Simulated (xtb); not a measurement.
C2H9NSi3, SMILES [SiH3][SiH2][C@H](C#N)[SiH3]. All values are semi-empirical tight-binding results from xtb (GFN2-xTB unless named), good for trends rather than for accurate numbers. The structure is a stationary point at GFN2-xTB. The structure was generated by enumeration; whether it is a known compound was not checked. The values are those of a single conformer.

Computed properties:
```yaml
orbital_gap: 4.25 eV
dipole_moment: 3.84 D
zero_point_energy: 56.0 kcal/mol
G − E(el) at 298.15 K (modified RRHO): 32.9 kcal/mol
static polarisability (D4 model): 113.1 bohr³
solvation energy, GFN2-xTB/ALPB(water): -5.2 kcal/mol
solvation energy, GFN2-xTB/ALPB(toluene): -4.4 kcal/mol
```
